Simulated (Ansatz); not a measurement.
CdI₂ (SMILES [I][Cd][I]), singlet, geometry from GFN2-xTB (such geometries of metal compounds can be far from the true shape) (all electrons, no relativity); SVWN5/3-21G run with Ansatz (a first-principles code).

Ansatz was given this input:
Ansatz 0.2 input:
```yaml
crystal:
  periodic: [false, false, false]
  atoms:
    - {symbol: Cd, position_ang: [-0.45271074, 0.22026185, 0.31313575]}
    - {symbol: I, position_ang: [0.02097574, 1.79846839, -1.74306259]}
    - {symbol: I, position_ang: [0.38902644, -1.99795082, 1.45946794]}
basis:
  gaussian:
    orbitals: 3-21G.json
hamiltonian:
  xc: {name: SVWN5}
```
The basis file holds 3-21G in the JSON format of the Basis Set Exchange.

Output, abridged:

```
Functional definition: SVWN5
1340 factors; their error is unknown
mean field evaluation 1: about -522650.6967 eV, gradient 2.8e1 eV
mean field evaluation 2: about -522644.1461 eV, gradient 4.8e1 eV
mean field evaluation 4: about -522652.5365 eV, gradient 1.7e0 eV
mean field evaluation 8: about -522652.5539 eV, gradient 4.0e-2 eV
mean field -522652.51065803 eV, -19207.1255000867 hartree, gradient 4.8e-5 eV, S^2 0.000000; 0 other end points of the search recorded, 0 dependent functions left out
reference -522652.51069749 eV, -19207.1255015370 hartree; 77, 77 occupied and 28, 28 virtual orbitals, 1340 factors
Total energy: -522652.51069749 eV, -19207.1255015370 hartree
```
